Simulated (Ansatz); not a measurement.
The same path of CH8BClOSi2 (14 atoms, charge 0, multiplicity 1) was run 3 times with different band settings.

Computed with Ansatz 0.2.0, RKS LDA/6-31G*.

Relaxed end points:

```xyz
14
Properties=species:S:1:pos:R:3
O -2.667 0.622 -1.273
Si -1.352 0.833 -0.271
Si -0.605 -1.178 0.742
B 1.079 -0.865 -0.193
C 2.074 0.233 0.268
Cl 1.495 1.244 1.640
H -2.604 -0.116 -1.909
H -1.803 1.808 0.772
H -0.186 1.447 -1.016
H -1.444 -2.334 0.273
H -0.674 -1.017 2.230
H 1.308 -1.381 -1.266
H 3.021 -0.256 0.582
H 2.346 0.928 -0.549
```

```xyz
14
Properties=species:S:1:pos:R:3
O -2.505 0.877 -1.832
Si -1.873 0.839 -0.294
Si -0.699 -1.138 0.156
B 1.184 -1.100 0.491
C 2.030 0.139 0.028
Cl 3.124 0.686 1.355
H -1.865 0.811 -2.566
H -3.062 0.992 0.603
H -0.890 1.954 -0.031
H -1.504 -2.234 0.804
H 0.222 -0.664 1.442
H 1.707 -2.073 0.974
H 2.677 -0.142 -0.824
H 1.441 1.023 -0.277
```

Common settings: spring 5.0 eV/Å²; optimiser quadratic models (default); start path through a guess of the saddle point; iteration limit 60; end points relaxed.

| run | movable images | climbing image | force threshold |
| --- | --- | --- | --- |
| 1 | 5 | yes | 0.03 eV/Å |
| 2 | 5 | yes | 0.2 eV/Å |
| 3 | 3 | no | 0.03 eV/Å |

**Question.** What does each run give, and how far can it be trusted?

**Answer.** Run 1: converged after 35 iterations, highest image 0.296 eV above the first end. A vibrational analysis at the climbing image gives one clearly imaginary mode, 82i cm⁻¹: a first-order saddle point.
Run 2: converged after 22 iterations, highest image 0.304 eV above the first end. The threshold of 0.2 eV/Å is loose, so the images may lie well off the minimum-energy path. The order of the stationary point at the top wasn't checked.
Run 3: converged after 16 iterations, highest image 0.274 eV above the first end. No image climbed, so the highest image needn't sit at the top of the path. So few images can step over the top or miss a turn of the path.
